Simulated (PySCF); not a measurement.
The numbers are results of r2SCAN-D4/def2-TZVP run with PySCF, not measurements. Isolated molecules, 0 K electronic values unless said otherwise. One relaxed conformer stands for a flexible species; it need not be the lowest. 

Reference species (SMILES): `F[SiH]F` (neutral, multiplicity 2).

```
Item                              Value
-----------------------------  --------
highest occupied spin orbital  -6.08 eV
```

Changed species: `F[Si](B)F` (radical fragment; the reference has radical fragment).

Predict the effect on the highest occupied spin orbital.

the highest occupied spin orbital goes up by 0.29 eV, to -5.79 eV.
